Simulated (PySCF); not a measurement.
C5H6O2, SMILES [C@H]1(C)OC=CC1=O. Geometry: B3LYP-D3(BJ)/def2-SVP. The structure was generated by enumeration; whether it is a known compound was not checked. Other conformers were not sampled.

**Question.** Give the equilibrium geometry at B3LYP-D3(BJ)/def2-SVP (PySCF confirms it by a frequency run) as Cartesian coordinates in Å. (An estimate is asked for; the answer gives what the named calculation found.)

**Answer.** This is not unique; one that fits is 
```xyz
13

C     -1.8366    -0.5956    -0.5460
C     -0.6762    -0.3504     0.3967
O      0.2975    -1.4170     0.3094
C      1.4806    -0.8626     0.0096
C      1.4863     0.4841    -0.1383
C      0.1122     0.9371     0.0755
O     -0.3781     2.0447     0.0146
H     -2.5112     0.2723    -0.4971
H     -2.3916    -1.5041    -0.2711
H     -1.4759    -0.6966    -1.5809
H     -1.0158    -0.3108     1.4455
H      2.3059    -1.5721    -0.0830
H      2.3359     1.1135    -0.3907
```
